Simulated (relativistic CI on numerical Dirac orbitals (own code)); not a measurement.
## Ho⁴⁶⁺: q coefficients and field-shift factors

Method of calculation: Dirac-Coulomb-Breit CI, separate exchange-only KLI orbitals for each configuration, derivatives by finite differences, unscaled Slater integrals, QED left out (own radial code, finite nucleus).

CI space (outside the closed core [Ne]): 3s²3p⁶3d³, 3s²3p⁵3d⁴, 3s3p⁶3d⁴, 3p⁶3d⁵, 3s²3p⁶3d²4s, 3s²3p⁶3d²4p, 3s²3p⁶3d²4d, 3s²3p⁵3d³4s. Levels of other configurations are missing.

With x = (α/α₀)² − 1 an excitation energy changes as ω = ω₀ + qx; K = 2q/ω₀ is the relative enhancement. Terms are leading LS components, so labels can repeat. The field-shift factor is F = δν/δ⟨r²⟩ for the transition from the lowest level.

Lowest level 3s²3p⁶3d³ ⁴F3/2.

| Level | ω₀ (cm⁻¹) | q (cm⁻¹) | F (GHz/fm²) |
| --- | --- | --- | --- |
| 3s²3p⁶3d³ ⁴F5/2 | 307110 | 367600 | 6.29 |
| 3s²3p⁶3d³ ⁴P3/2 | 357478 | 357400 | 6 |
| 3s²3p⁶3d³ ²G7/2 | 378337 | 374400 | 6.55 |
| 3s²3p⁶3d³ ²H9/2 | 382193 | 357300 | 6.6 |
| 3s²3p⁶3d³ ⁴P1/2 | 395895 | 362200 | 5.89 |
| 3s²3p⁶3d³ ⁴P5/2 | 555197 | 405800 | 6.97 |
| 3s²3p⁶3d³ ⁴F7/2 | 682283 | 724500 | 12.5 |
| 3s²3p⁶3d³ ⁴F9/2 | 712623 | 732900 | 13 |
| 3s²3p⁶3d³ ⁴P3/2 | 753303 | 735300 | 12.2 |
| 3s²3p⁶3d³ ²P1/2 | 774681 | 736700 | 12.4 |
| 3s²3p⁶3d³ ²H11/2 | 783880 | 725200 | 13.4 |
| 3s²3p⁶3d³ ²D5/2 | 793612 | 707900 | 11.4 |
| 3s²3p⁶3d³ ²F5/2 | 845696 | 748100 | 12.3 |
| 3s²3p⁶3d³ ²F7/2 | 856661 | 723900 | 12.4 |
| 3s²3p⁶3d³ ²D3/2 | 993614 | 779800 | 13.9 |
| 3s²3p⁶3d³ ²G9/2 | 1085463 | 1.1e+06 | 19 |
| 3s²3p⁶3d³ ²D3/2 | 1197880 | 1.073e+06 | 18 |
| 3s²3p⁶3d³ ²D5/2 | 1272399 | 1.088e+06 | 19 |
| 3s²3p⁵3d⁴ ⁴P°3/2 | 2016043 | 113600 | 12.9 |
| 3s²3p⁵3d⁴ ⁶D°5/2 | 2272576 | 487000 | 19 |
| 3s²3p⁵3d⁴ ⁶D°1/2 | 2331350 | 489900 | 17.6 |
| 3s²3p⁵3d⁴ ⁶D°7/2 | 2342733 | 513900 | 19.7 |
| 3s²3p⁵3d⁴ ²D°3/2 | 2350709 | 466900 | 19 |

At this charge energies of transitions that change n are usually good to better than 1 %, and those within a shell (Δn = 0) to a few per cent.

Q: Which transition from the lowest level has the largest |K|?

A: 3s²3p⁶3d³ ⁴F5/2 at 307110 cm⁻¹, K = 2.39.
